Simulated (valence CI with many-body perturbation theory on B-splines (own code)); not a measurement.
**Level structure of Pd XLII**

Method: relativistic CI+MBPT: three valence electrons over a frozen Dirac-Fock core [He], a basis of 11 s, 11 p, 10 d, 8 f, 5 g, 2 h functions for each j, with the one-electron correlation potential Σ1, the two-electron term Σ2, the three-electron term Σ3, Breit, model QED; selected CI, second order for the rest, scaled by the run's own slope (own B-spline code, finite nucleus).

No measured spectrum was set against this ion. As an estimate, large intervals hold to a few tenths of a per cent, small ones and those within an open d or f shell to about a per cent.

Levels 181 to 199 of 199, with energies above the lowest level, (2s^2 2p1/2) J=1/2. "Leading %" is the weight of the configuration and term that name the level; weights of strongly mixed levels are sums over their largest components and can fall short. In the jj column 3d3/2^4 stands for four electrons in 3d with j = 3/2. Lifetimes count E1, E2, E3, M1 and M2 decay at the calculated energies, and are blank where another channel may lead or the interval is too uncertain; long ones can be off by a factor of two.

| No. | Configuration | Term | J | E (× 10³ cm⁻¹) | Leading % | Lifetime | g | Leading jj |
| --- | --- | --- | --- | --- | --- | --- | --- | --- |
| 181 | 2s2p4d | ²D° | 5/2 | 42134 | 46 | 11.4 fs | 1.285 | 2s 2p3/2 4d5/2 (99 %) |
| 182 | 2s2p4d | ²D° | 3/2 | 42153 | 37 | 13.3 fs | 1.186 | 2s 2p3/2 4d5/2 (96 %) |
| 183 | 2s2p4d | ²F° | 7/2 | 42156 | 69 | 7.74 fs | 1.223 | 2s 2p3/2 4d5/2 (79 %) |
| 184 | 2s2p4f | ⁴F | 7/2 | 42183 | 39 | 22.4 fs | 1.125 | 2s 2p3/2 4f5/2 (100 %) |
| 185 | 2s2p4d | ²P° | 1/2 | 42187 | 82 | 10.5 fs | 0.707 | 2s 2p3/2 4d5/2 (98 %) |
| 186 | 2s2p4f | ⁴F | 5/2 | 42187 | 47 | 22.3 fs | 1.067 | 2s 2p3/2 4f5/2 (100 %) |
| 187 | 2s2p4f | ⁴G | 9/2 | 42192 | 53 | 22.6 fs | 1.189 | 2s 2p3/2 4f5/2 (83 %) |
| 188 | 2s2p4f | ⁴D | 3/2 | 42196 | 63 | 22.3 fs | 0.932 | 2s 2p3/2 4f5/2 (100 %) |
| 189 | 2s2p4f | ⁴D | 1/2 | 42203 | 100 | 22.3 fs | 0.010 | 2s 2p3/2 4f5/2 (100 %) |
| 190 | 2s2p4f | ²F | 7/2 | 42211 | 39 | 22.7 fs | 1.197 | 2s 2p3/2 4f7/2 (100 %) |
| 191 | 2s2p4f | ²G | 9/2 | 42212 | 61 | 23.1 fs | 1.190 | 2s 2p3/2 4f7/2 (83 %) |
| 192 | 2s2p4f | ⁴G | 11/2 | 42212 | 100 | 22.7 fs | 1.266 | 2s 2p3/2 4f7/2 (100 %) |
| 193 | 2s2p4f | ²F | 5/2 | 42221 | 35 | 22.7 fs | 1.124 | 2s 2p3/2 4f7/2 (100 %) |
| 194 | 2s2p4f | ²D | 3/2 | 42232 | 49 | 26.6 fs | 0.902 | 2s 2p3/2 4f7/2 (66 %) |
| 195 | 2s2p4p | ²P | 1/2 | 42233 | 57 | 27.4 fs | 1.169 | 2s 2p3/2 4p1/2 (97 %) |
| 196 | 2s2p4p | ²D | 3/2 | 42238 | 43 | 31.3 fs | 0.920 | 2s 2p3/2 4p1/2 (64 %) |
| 197 | 2s2p4p | ²D | 5/2 | 42391 | 83 | 33.0 fs | 1.236 | 2s 2p3/2 4p3/2 (97 %) |
| 198 | 2s2p4p | ²P | 3/2 | 42412 | 65 | 43.2 fs | 1.248 | 2s 2p3/2 4p3/2 (97 %) |
| 199 | 2s2p4p | ²S | 1/2 | 42419 | 61 | 75.9 fs | 1.615 | 2s 2p3/2 4p3/2 (97 %) |

Where two levels of one J and parity lie close, their mixing, g and order are uncertain.
